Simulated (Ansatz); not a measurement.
Geometry optimisation, RKS r2SCANh-D4/6-31G* (Ansatz).

Input file:

```yaml
crystal:
  periodic: [false, false, false]
  atoms:
    - { symbol: B, position_ang: [0.0, 0.0, 0.0] }
    - { symbol: O, position_ang: [0.0, 0.0, 1.76] }
    - { symbol: H, position_ang: [-0.9095, -0.2814, 2.0971] }
    - { symbol: "N", position_ang: [1.3423, 0.0, -0.775] }
    - { symbol: H, position_ang: [1.8089, -0.9179, -1.0268] }
    - { symbol: H, position_ang: [1.7937, 0.9179, -1.0532] }
    - { symbol: "N", position_ang: [-1.3423, 0.0, -0.775] }
    - { symbol: H, position_ang: [-2.0112, -0.8164, -0.6764] }
    - { symbol: H, position_ang: [-1.5914, 0.8164, -1.4036] }
    - { symbol: "N", position_ang: [0.0829, 1.7537, 0.5833] }
    - { symbol: H, position_ang: [0.4765, 1.9752, 1.5423] }
    - { symbol: Si, position_ang: [-0.5112, 3.0986, -0.4893] }
    - { symbol: H, position_ang: [-0.8669, 2.5573, -1.7978] }
    - { symbol: H, position_ang: [-1.6857, 3.721, 0.1147] }
    - { symbol: H, position_ang: [0.5416, 4.0978, -0.6466] }
    - { symbol: H, position_ang: [0.0529, 1.1189, 1.5507] }
basis:
  gaussian: { orbitals: "6-31G*" }
hamiltonian:
  xc: r2scanh
  dispersion: d4
relax:
  f_tol: 0.15
  max_steps: 25
  restrain:
    - { distance: [0, 9], at: 1.55, k: 30.0 }
    - { distance: [15, 1], at: 1.01, k: 30.0 }
    - { distance: [0, 1], at: 2.61, k: 30.0 }
    - { distance: [15, 9], at: 2.26, k: 30.0 }
output:
  orbitals: {}
```

Launched with:

```bash
$ ansatz run input.yaml --threads 4 --pin off --max-ram 5120MiB --backend cpu --events-out ev --progress --plain --runs-dir out
```

**Question.** Where does it end, and by what steps?

**Answer.** It converged. The restraints hold the end off the free minimum; the threshold counts their pulls, which the force column leaves out. Restrained pairs: B1–N10 (1.85 → 1.51 Å), O2–H16 (1.14 → 0.98 Å), B1–O2 (1.76 → 2.62 Å), N10–H16 (1.16 → 2.26 Å). After 22 steps the energy has fallen by 6.287 eV (the restraints' own energy left out); H11 moved furthest, 1.89 Å.

```csv
step,energy less start (eV),largest force component (eV/Å),accepted
0,0.0000,5.055,yes
1,-2.0339,4.014,yes
2,-2.9703,4.363,yes
3,-3.7810,3.214,yes
4,-4.5586,1.375,yes
5,-5.1256,1.138,yes
6,-5.5262,1.231,yes
7,-5.8377,1.337,yes
8,-6.0026,1.012,yes
9,-6.1165,1.275,yes
10,-6.1962,1.037,yes
11,-6.2138,1.369,yes
12,-6.2253,1.247,yes
13,-6.2345,1.315,yes
14,-6.2424,1.386,yes
15,-6.2481,1.390,yes
16,-6.2540,1.374,yes
17,-6.2537,1.340,yes
18,-6.2696,1.364,yes
19,-6.2756,1.408,yes
20,-6.2801,1.319,yes
21,-6.2799,1.439,yes
22,-6.2867,1.370,yes
```

```xyz
16
Properties=species:S:1:pos:R:3
B 0.245 0.502 -0.464
O -0.408 0.164 2.055
H -1.067 -0.014 1.364
N 1.376 -0.360 -0.501
H 1.211 -1.356 -0.476
H 2.186 -0.126 0.053
N -1.080 0.037 -0.781
H -1.187 -0.895 -1.153
H -1.737 0.674 -1.211
N 0.430 1.969 -0.183
H 1.394 2.262 -0.084
Si -0.746 3.231 -0.318
H -1.668 2.975 -1.462
H -1.604 3.381 0.891
H -0.038 4.519 -0.544
H -0.127 1.078 1.818
```

Run time: 82 s on 4 threads of Arm Neoverse V2, on a shared host, peak memory 0.32 GiB.
